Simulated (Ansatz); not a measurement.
Complex (SMILES): Cl (HCl) with N#N (N2), atoms 1 to 2 the first; geometry from B3LYP-D3(BJ)/def2-TZVP, monomers rigid:
```xyz
4

Cl     1.0940     0.2553     0.1057
H     -0.1754     0.0770     0.1766
N     -3.5503    -0.4010     0.3596
N     -2.4723    -0.2486     0.3008
```

Basis-set convergence of the counterpoise-corrected interaction energy at MP2 with Ansatz (a program for electronic structure). Cartesian d functions, on some or all atoms, in 6-31G**, 6-31+G*; all else is spherical. Cores are frozen. No added dispersion term, no relativity. Functions are those of the species that has most. Reference: Hartree-Fock in aug-cc-pV(Q+d)Z plus the correlation part extrapolated as X^-3 from aug-cc-pV(T+d)Z and aug-cc-pV(Q+d)Z, -1.58 kcal/mol, itself unsure by roughly 0.02 kcal/mol (a third of the extrapolation step and of the last Hartree-Fock step).

```csv
basis,functions,counterpoise-corrected interaction energy (kcal/mol)
STO-3G,20,-1.25
pcseg-1,51,___
6-31G**,54,___
6-31+G*,63,___
def2-TZVP,105,-1.24
pcseg-2,108,-1.26
"6-311++G(3df,3pd)",143,___
cc-pV(5+d)Z,337,-1.53
pcseg-4,368,-1.53
```

Some entries are withheld; supply them.


- pcseg-1, counterpoise-corrected interaction energy (kcal/mol): -1.30
- 6-31G**, counterpoise-corrected interaction energy (kcal/mol): -1.19
- 6-31+G*, counterpoise-corrected interaction energy (kcal/mol): -0.91
- 6-311++G(3df,3pd), counterpoise-corrected interaction energy (kcal/mol): -1.39
